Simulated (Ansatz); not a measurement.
Reactions of `[NH2][GeH2][B](O)O`.

Program: Ansatz. Geometries: PBE0-D4/def2-TZVP. ΔE: electronic, gas phase. CBS: MP2 limit from def2 TZ/QZ plus the TZ coupled-cluster correction, frozen cores. This one scheme is used for every species. For Ge outer-core shells are correlated without core-valence functions, which leaves a few kJ/mol of doubt a bond. Scalar relativity is left out up to krypton. One conformer a species, not always the lowest.

(1) Order these by ΔE at CCSD(T)/CBS, lowest first. (Estimate.)
A. `[NH2][GeH2][B](O)O` + `CN[SiH](N)F` → `CB(O)O` + `[NH2][GeH2][NH][SiH](N)F`
B. `[NH2][GeH2][B](O)O` + H₂O → `[NH2][GeH2][OH]` + `OBO`
C. `[NH2][GeH2][B](O)O` + `N[SiH2]S` → `N[SiH2][S][GeH2][NH2]` + `OBO`
D. `[NH2][GeH2][B](O)O` + `O[SiH3]` → `[NH2][GeH2][SiH2]O` + `OBO`
E. `[NH2][GeH2][B](O)O` + `FC(F)(F)S` → `OB(O)SC(F)(F)F` + `[NH2][GeH3]`
F. `[NH2][GeH2][B](O)O` + `CC[SiH3]` → `[NH2][GeH2][CH2][SiH3]` + `CB(O)O`
G. `[NH2][GeH2][B](O)O` + `CCl` → `[NH2][GeH2][CH2]Cl` + `OBO`

Largest T1 diagnostic: 0.013, for `OB(O)SC(F)(F)F`.

Results:

(1) A (-125.9 kJ/mol), C (-88.2 kJ/mol), E (-70.7 kJ/mol), F (-61.7 kJ/mol), B (-48.3 kJ/mol), D (-30.6 kJ/mol), G (-5.3 kJ/mol).
